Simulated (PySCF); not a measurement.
## Spin-orbit coupling and the first ionisation energy along the 3d series

Two-component X2C-1e calculated with PySCF 2.14: MP2 on generalised Hartree-Fock spinors (GMP2), with spin-orbit coupling off and on (screened by Boettger's factors); no Breit or QED terms. Values in eV; the references (NIST) lie between the lowest levels. Elements whose determinants are no pure J levels are left out.

| element | configurations | spin-free | with spin-orbit | shift | reference |
| --- | --- | --- | --- | --- | --- |
| Cr (x2c-SVPall-2c with one added diffuse shell each of s, d type, [Ne] frozen) | [Ar] 3d5 4s1 → [Ar] 3d5 | 6.526 | 6.526 | 0.000 | 6.767 |
| Mn (x2c-SVPall-2c with one added diffuse shell each of s, d type, [Ne] frozen) | [Ar] 3d5 4s2 → [Ar] 3d5 4s1 | 6.857 | 6.858 | 0.000 | 7.434 |
| Fe (x2c-SVPall-2c with one added diffuse shell each of s, d type, [Ne] frozen) | [Ar] 3d6 4s2 → [Ar] 3d6 4s1 | 7.307 | 7.305 | -0.001 | 7.902 |
| Co (x2c-SVPall-2c with one added diffuse shell each of s, d type, [Ne] frozen) | [Ar] 3d7 4s2 → [Ar] 3d8 | 7.131 | 7.142 | 0.011 | 7.881 |
| Ni (x2c-SVPall-2c with one added diffuse shell each of s, d type, [Ne] frozen) | [Ar] 3d8 4s2 → [Ar] 3d9 | 6.601 | 6.649 | 0.049 | 7.640 |
| Cu (x2c-SVPall-2c with one added diffuse shell each of s, d type, [Ne] frozen) | [Ar] 3d10 4s1 → [Ar] 3d10 | 7.224 | 7.225 | 0.001 | 7.726 |
| Zn (x2c-SVPall-2c with one added diffuse shell each of s, d type, [Ne] frozen) | [Ar] 3d10 4s2 → [Ar] 3d10 4s1 | 8.789 | 8.789 | 0.000 | 9.394 |

What remains against the references is mostly the basis and correlation beyond MP2.
